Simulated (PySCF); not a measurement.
**Spin states of NiN**

Unrestricted PBE0; basis Ni x2c-TZVPPall, N x2c-TZVPPall; spin-free X2C with a Gaussian nucleus; PySCF 2.14. Outer shells of the fragments: Ni 3d8 4s2; N 2s2 2p3.

Followed along the bond (rough minima from three points):

| 2Ms+1 | unpaired | ⟨S²⟩ at the start | R at minimum (Å) | Te (eV) |
| --- | --- | --- | --- | --- |
| 4 | π ↑↑, δ ↑ | 3.81 | 1.74 | 0.00 |
| 4 | σ ↑, π ↑↑ | 3.77 | 1.64 | 0.00 |
| 2 | π ↑↑, δ ↓ | 1.79 | 1.77 | 0.14 |
| 2 | π ↑ | 1.53 | 1.72 | 0.14 |
| 2 | σ ↓, π ↑↑ | 1.84 | 1.73 | 0.17 |
| 2 | σ ↑, π ↑↓ | 1.80 | 1.66 | 0.52 |

Solutions found at the starting distance of 1.710 Å, counted from the lowest of them; the search is not exhaustive and high or unbound solutions are not listed, so other states can lie among these:

```
2Ms+1   unpaired   term  E (eV)  ⟨S²⟩  ⟨Lz²⟩  μ (D)
    4  π ↑↑, δ ↑     ⁴Δ    0.00  3.81   4.01  -3.45
    4  σ ↑, π ↑↑    ⁴Σ⁻    0.04  3.77   0.00  -4.14
    2        π ↑  mixed    0.13  1.53   1.05  -3.46
    2  σ ↓, π ↑↑  mixed    0.16  1.84   0.00  -3.69
    2  π ↑↑, δ ↓  mixed    0.16  1.79   4.01  -3.28
    2  σ ↑, π ↑↓  mixed    0.52  1.80   3.02  -3.99
```

A term symbol is given only where ⟨S²⟩ and ⟨Lz²⟩ are close to those of a pure state; real π, δ and φ orbitals otherwise mix terms. A positive dipole means Ni(−)N(+).

The state is the lowest single determinant that the PBE0 search found; with open d or f shells the true ground state can be another one.
